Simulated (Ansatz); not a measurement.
Si2B2⁺. Charge 1, multiplicity 2. Geometry B3LYP-D4/def2-TZVP, that of the neutral singlet; atoms count from 1.

```xyz
4

B     0.5936    0.3024   -0.4581
B    -0.5937   -0.3025    0.4584
Si   -0.6064   -0.8691   -1.4097
Si    0.6065    0.8692    1.4094
```

The structure comes from a short search, and lower isomers may exist.

Problem. Estimate the Mulliken populations from the PBE0/def2-TZVP orbitals of Ansatz.

Solution. 
```tsv
atom	charge (e)	spin (α − β)
B1	0.16	0.08
B2	0.16	0.08
Si3	0.34	0.42
Si4	0.34	0.42
```
Mulliken values and Mayer orders depend strongly on the basis.

Problem. Where does the spin sit?

Solution. Summed by element: B 0.15, Si 0.85, of 1 unpaired in all. Largest on single atoms: Si4 0.42, Si3 0.42, B2 0.08.

Problem. And the Mayer bond orders between bonded heavy atoms (over 0.3)?

Solution. B1–B2 1.05 (1.62 Å); B1–Si3 1.15 (1.93 Å); B1–Si4 1.12 (1.95 Å); B2–Si3 1.12 (1.95 Å); B2–Si4 1.15 (1.93 Å). Values over 0.3 also appear between atoms too far apart for a bond (Si3–Si4 0.41 at 3.53 Å); they arise where an orbital or an unpaired electron spreads over both atoms.
